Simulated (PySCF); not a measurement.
**A small calculation by hand: dipole moment from atomic charges**

CH5BClN, SMILES CNBCl. Atoms are numbered in the order given.

```xyz
9

B      0.5556     0.0964     0.0000
Cl    -0.0828     1.7599     0.0000
H      1.7559    -0.0799     0.0000
N     -0.3305    -0.9821     0.0000
C      0.0229    -2.3891     0.0000
H     -1.3364    -0.7891     0.0000
H     -0.3693    -2.9150     0.8976
H     -0.3693    -2.9150    -0.8976
H      1.1245    -2.4914     0.0000
```
Charge 0, spin multiplicity 1.

Geometry optimised at PBE-D3(BJ)/def2-SVP. One conformer was computed; it need not be the lowest.

Charges (e) from CAM-B3LYP/def2-TZVP in PySCF:

```
atom     IAO  Mulliken
----  ------  --------
B1     0.105     0.075
Cl2   -0.136    -0.198
H3     0.000    -0.002
N4    -0.387    -0.235
C5    -0.279    -0.249
H6     0.270     0.220
H7     0.138     0.128
H8     0.138     0.128
H9     0.152     0.133
```

The dipole moment of the full density is 2.84 D.

Q: What dipole moment does each set of point charges give, and which comes closer to that of the density?

A: 
μ = Σ q r, and 1 e Å = 4.8032 D.
IAO: Σ q r = (-0.101, -0.579, 0.000) e Å, |μ| = 2.82 D.
Mulliken: Σ q r = (-0.112, -0.767, 0.000) e Å, |μ| = 3.72 D.
IAO comes closer in size. Point charges leave out the atoms' own dipoles (lone pairs, polarised bonds); fits to the potential absorb them, partitions of the density don't.
